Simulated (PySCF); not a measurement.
PySCF input for W(OMe)(H)5 (CH8OW), SMILES C[O][WH5], multiplicity 1, TDDFT-PBE/def2-SVPD. Geometry: B3LYP-D3(BJ)/def2-SVP. The spin state was assumed, not searched. The structure was generated by enumeration; whether it is a known compound was not checked. The def2 effective core potentials stand for the cores of W; spin–orbit coupling is left out.

```python
import numpy as np
from pyscf import gto, scf, dft, tdscf

mol = gto.M(
    atom='''
    W    -0.01729689    0.42792762   -0.00000000
    O    -0.39718793   -1.39833398    0.00000001
    C     0.17288264   -2.68801865   -0.00000000
    H    -0.15928928   -3.23607646   -0.89632912
    H    -0.15928926   -3.23607645    0.89632912
    H     1.27315861   -2.62706198   -0.00000001
    H     1.10029931    1.28502281   -0.94246661
    H     1.56400974   -0.09357496   -0.00000002
    H    -0.64950541    1.13544193   -1.42579039
    H     1.10029934    1.28502281    0.94246660
    H    -0.64950537    1.13544193    1.42579040
    ''',
    basis='def2-SVPD',
    ecp={'W': 'def2-svp'},
    charge=0,
    spin=0,
    symmetry=True,
    max_memory=1600,
    verbose=4,
)
mf = dft.RKS(mol, xc='pbe').density_fit(auxbasis='def2-universal-jkfit')
mf.grids.level = 3
mf.conv_tol = 1e-9
mf.max_cycle = 100
mf.kernel()
mf.grids = dft.Grids(mol).set(level=1).build(with_non0tab=True)  # coarser grid for the response kernel
td = tdscf.TDDFT(mf)
td.singlet = True
td.nstates = 10
td.conv_tol = 1e-4
td.positive_eig_threshold = 1e-6
td.kernel(x0=td.get_init_guess(mf, 15))
td.analyze()
tt = tdscf.TDA(mf)
tt.singlet = False
tt.nstates = 4
tt.conv_tol = 1e-4
tt.positive_eig_threshold = 1e-6
tt.kernel(x0=tt.get_init_guess(mf, 9))
tt.analyze(verbose=3)
```

Program output:

```
PySCF version 2.14.0

[INPUT] verbose = 4
[INPUT] num. atoms = 11
[INPUT] num. electrons = 36
[INPUT] charge = 0
[INPUT] spin (= nelec alpha-beta = 2S) = 0
[INPUT] symmetry True subgroup None
[INPUT] Mole.unit = angstrom
[INPUT] Symbol           X                Y                Z      unit          X                Y                Z       unit  Magmom
[INPUT]  1 W     -0.017296890000   0.427927620000   0.000000000000 AA   -0.032686384907   0.808666002937   0.000000000000 Bohr   0.0
[INPUT]  2 O     -0.397187930000  -1.398333980000   0.000000010000 AA   -0.750576407683  -2.642468252873   0.000000018897 Bohr   0.0
[INPUT]  3 C      0.172882640000  -2.688018650000   0.000000000000 AA    0.326700841292  -5.079619066223   0.000000000000 Bohr   0.0
[INPUT]  4 H     -0.159289280000  -3.236076460000  -0.896329120000 AA   -0.301013113779  -6.115298227552  -1.693816554272 Bohr   0.0
[INPUT]  5 H     -0.159289260000  -3.236076450000   0.896329120000 AA   -0.301013075985  -6.115298208655   1.693816554272 Bohr   0.0
[INPUT]  6 H      1.273158610000  -2.627061980000  -0.000000010000 AA    2.405921086032  -4.964427654458  -0.000000018897 Bohr   0.0
[INPUT]  7 H      1.100299310000   1.285022810000  -0.942466610000 AA    2.079264350948   2.428341174719  -1.781003774447 Bohr   0.0
[INPUT]  8 H      1.564009740000  -0.093574960000  -0.000000020000 AA    2.955550064752  -0.176831046517  -0.000000037795 Bohr   0.0
[INPUT]  9 H     -0.649505410000   1.135441930000  -1.425790390000 AA   -1.227387341323   2.145674278048  -2.694353348137 Bohr   0.0
[INPUT] 10 H      1.100299340000   1.285022810000   0.942466600000 AA    2.079264407640   2.428341174719   1.781003755550 Bohr   0.0
[INPUT] 11 H     -0.649505370000   1.135441930000   1.425790400000 AA   -1.227387265734   2.145674278048   2.694353367034 Bohr   0.0

nuclear repulsion = 123.428366122236
point group symmetry = Cs
symmetry origin: [ 4.33062237e-09 -4.52746889e-09  9.84232362e-10]
symmetry axis x: [1.00000000e+00 5.04921373e-10 7.11887493e-09]
symmetry axis y: [ 5.04921368e-10 -1.00000000e+00  7.71575700e-10]
symmetry axis z: [-7.11887493e-09  7.71575754e-10  1.00000000e+00]
num. orbitals of irrep A' = 90
num. orbitals of irrep A" = 52
number of shells = 62
number of NR pGTOs = 203
number of NR cGTOs = 142
basis = def2-SVPD
ecp = {'W': 'def2-svp'}


[settings echo left out]
init E= -172.499228971726
HOMO (A") = -0.513010936561047  LUMO (A') = -0.357412552343181  gap/eV = 4.23405
cycle= 1 E= -184.831618240936  delta_E= -12.3  |g|= 0.803  |ddm|= 8.81
HOMO (A") = -0.108824219199647  LUMO (A') = -0.0539584613802759  gap/eV = 1.49297
cycle= 2 E= -183.462464543086  delta_E= 1.37  |g|= 2.57  |ddm|= 2.54
HOMO (A') = -0.18563142554823  LUMO (A') = -0.065454084656163  gap/eV = 3.27019
cycle= 3 E= -184.923911407901  delta_E= -1.46  |g|= 0.447  |ddm|= 2.01
HOMO (A') = -0.256585640916356  LUMO (A') = -0.129818809915921  gap/eV = 3.44950
cycle= 4 E= -184.954665726428  delta_E= -0.0308  |g|= 0.329  |ddm|= 0.957
HOMO (A') = -0.247364346521682  LUMO (A') = -0.113748759092857  gap/eV = 3.63587
cycle= 5 E= -184.97954485426  delta_E= -0.0249  |g|= 0.126  |ddm|= 0.494
HOMO (A') = -0.243655244522312  LUMO (A') = -0.115079571793302  gap/eV = 3.49872
cycle= 6 E= -184.983474053637  delta_E= -0.00393  |g|= 0.0328  |ddm|= 0.207
HOMO (A') = -0.243256496188604  LUMO (A') = -0.113386421241195  gap/eV = 3.53394
cycle= 7 E= -184.983768721632  delta_E= -0.000295  |g|= 0.0104  |ddm|= 0.0549
HOMO (A') = -0.243013739623347  LUMO (A') = -0.113353186907464  gap/eV = 3.52824
cycle= 8 E= -184.98379334454  delta_E= -2.46e-05  |g|= 0.00276  |ddm|= 0.012
HOMO (A') = -0.24306926425049  LUMO (A') = -0.113371868304444  gap/eV = 3.52925
cycle= 9 E= -184.983795094043  delta_E= -1.75e-06  |g|= 0.000455  |ddm|= 0.00325
HOMO (A') = -0.24309557286232  LUMO (A') = -0.113377362937932  gap/eV = 3.52981
cycle= 10 E= -184.983795125273  delta_E= -3.12e-08  |g|= 0.000301  |ddm|= 0.000872
HOMO (A') = -0.24309168360303  LUMO (A') = -0.113375318800411  gap/eV = 3.52976
cycle= 11 E= -184.983795145985  delta_E= -2.07e-08  |g|= 4.88e-05  |ddm|= 0.000318
HOMO (A') = -0.243088208371432  LUMO (A') = -0.113373891739915  gap/eV = 3.52971
cycle= 12 E= -184.983795146633  delta_E= -6.47e-10  |g|= 4.46e-06  |ddm|= 7.15e-05
HOMO (A') = -0.24308763590447  LUMO (A') = -0.11337362271767  gap/eV = 3.52970
Extra cycle  E= -184.983795146628  delta_E= 4.49e-12  |g|= 5.66e-06  |ddm|= 1.51e-05
converged SCF energy = -184.983795146628
tot grids = 39072
Overwritten attributes  positive_eig_threshold  of <class 'pyscf.tdscf.rks.CasidaTDDFT'>


******** <class 'pyscf.tdscf.rks.CasidaTDDFT'> for <class 'pyscf.df.df_jk.DFSymAdaptedRKS'> ********
nstates = 10 singlet
deg_eia_thresh = 1.000e-03
wfnsym = None
conv_tol = 0.0001
eigh lindep = 1e-12
eigh level_shift = 0
eigh max_cycle = 100


Excitation energies (eV)
[3.79494115 3.885688   4.40338043 4.5329425  4.63189277 4.70979802
 4.94077016 5.0340482  5.2716496  5.41592273]

** Singlet excitation energies and oscillator strengths **
Excited State   1:   A'      3.79494 eV    326.71 nm  f=0.0176
      18 -> 19       -0.70134
Excited State   2:   A"      3.88569 eV    319.08 nm  f=0.0006
      17 -> 19       -0.70215
Excited State   3:   A'      4.40338 eV    281.57 nm  f=0.0381
      18 -> 20        0.68806
Excited State   4:   A"      4.53294 eV    273.52 nm  f=0.0114
      16 -> 19        0.12017
      17 -> 20       -0.63826
      18 -> 21        0.26927
Excited State   5:   A"      4.63189 eV    267.68 nm  f=0.0052
      16 -> 19        0.53136
      17 -> 20        0.25662
      18 -> 21        0.38370
Excited State   6:   A"      4.70980 eV    263.25 nm  f=0.0035
      16 -> 19        0.44819
      17 -> 20       -0.13499
      18 -> 21       -0.52402
Excited State   7:   A'      4.94077 eV    250.94 nm  f=0.0011
      15 -> 19        0.67871
      15 -> 20        0.17789
Excited State   8:   A'      5.03405 eV    246.29 nm  f=0.0184
      14 -> 19       -0.16758
      17 -> 21        0.67217
Excited State   9:   A"      5.27165 eV    235.19 nm  f=0.0012
      13 -> 19       -0.12804
      15 -> 21       -0.18081
      16 -> 20       -0.66944
Excited State  10:   A'      5.41592 eV    228.93 nm  f=0.0300
      14 -> 19       -0.63575
      14 -> 20        0.20212
      15 -> 20       -0.14513
      17 -> 21       -0.11302

** Transition electric dipole moments (AU) **
state          X           Y           Z        Dip. S.      Osc.
  1         0.4229      0.1040     -0.0000      0.1897      0.0176
  2        -0.0000      0.0000     -0.0805      0.0065      0.0006
  3         0.3473     -0.4824     -0.0000      0.3533      0.0381
  4         0.0000     -0.0000      0.3199      0.1023      0.0114
  5        -0.0000      0.0000     -0.2150      0.0462      0.0052
  6        -0.0000      0.0000     -0.1737      0.0302      0.0035
  7         0.0207     -0.0911     -0.0000      0.0087      0.0011
  8        -0.3276     -0.2048      0.0000      0.1492      0.0184
  9        -0.0000      0.0000     -0.0979      0.0096      0.0012
 10         0.0244      0.4750     -0.0000      0.2262      0.0300

WARN: ECP detected. Skipping calculation of transition velocity and magnetic dipole moments, which have not yet been implemented.

Overwritten attributes  positive_eig_threshold  of <class 'pyscf.tdscf.rks.TDA'>


******** <class 'pyscf.tdscf.rks.TDA'> for <class 'pyscf.df.df_jk.DFSymAdaptedRKS'> ********
nstates = 4 triplet
deg_eia_thresh = 1.000e-03
wfnsym = None
conv_tol = 0.0001
eigh lindep = 1e-12
eigh level_shift = 0
eigh max_cycle = 100


Excitation energies (eV)
[3.17687576 3.53900772 3.84538858 4.16011605]

** Triplet excitation energies and oscillator strengths **
Excited State   1:   A'      3.17688 eV    390.27 nm  f=0.0000
Excited State   2:   A"      3.53901 eV    350.34 nm  f=0.0000
Excited State   3:   A'      3.84539 eV    322.42 nm  f=0.0000
Excited State   4:   A"      4.16012 eV    298.03 nm  f=0.0000
```

The run converged.

Cost: roughly 70 core-seconds.
